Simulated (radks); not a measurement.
The numbers below are computed, except where a source is named.
Trend from Hf to Hg: ionisation energy by Delta-SCF between NIST ground configurations, and size. Code: a radial shooting solver on a logarithmic mesh with Libxc functionals. Model: scalar-relativistic Kohn-Sham, SCAN, spin-polarised, spherical densities, finite nucleus; open shells are filled with parallel spins first (spin-orbit coupling, left out, can overturn this in heavy ions); meta-GGA in the generalised Kohn-Sham scheme; Fermi nuclear charge, rms radius of each element as measured or else 0.836 A^(1/3) + 0.57 fm.

species       configuration  configuration of the ion  IE (eV)  NIST (eV)  kind  -e(HOMO) (eV)  outermost  <r> outermost (bohr)
Hf        [Xe] 4f14 5d2 6s2         [Xe] 4f14 5d1 6s2    6.976      6.825  exp.     3.160 (5d)         6s                  3.56
Re        [Xe] 4f14 5d5 6s2         [Xe] 4f14 5d5 6s1    7.511      7.834  exp.     5.133 (6s)         6s                  3.29
Os        [Xe] 4f14 5d6 6s2         [Xe] 4f14 5d6 6s1    8.437      8.438  exp.     4.669 (5d)         6s                  3.07
Ir        [Xe] 4f14 5d7 6s2         [Xe] 4f14 5d7 6s1    9.218      8.967  exp.     6.124 (5d)         6s                  2.89
Pt        [Xe] 4f14 5d9 6s1             [Xe] 4f14 5d9    9.787      8.959  exp.     5.717 (5d)         6s                  2.87
Au       [Xe] 4f14 5d10 6s1            [Xe] 4f14 5d10    9.847      9.226  exp.     6.567 (6s)         6s                  2.82
Hg                     [Hg]        [Xe] 4f14 5d10 6s1   10.637     10.438  exp.     7.339 (6s)         6s                  2.65

Reference values: NIST Atomic Spectra Database (exp. = measured, semi-emp. = semi-empirical, theory = theoretical value adopted there). Open shells are spherical and high-spin; term and fine-structure splittings are not resolved. Spin-orbit splitting is averaged out at the scalar-relativistic level.
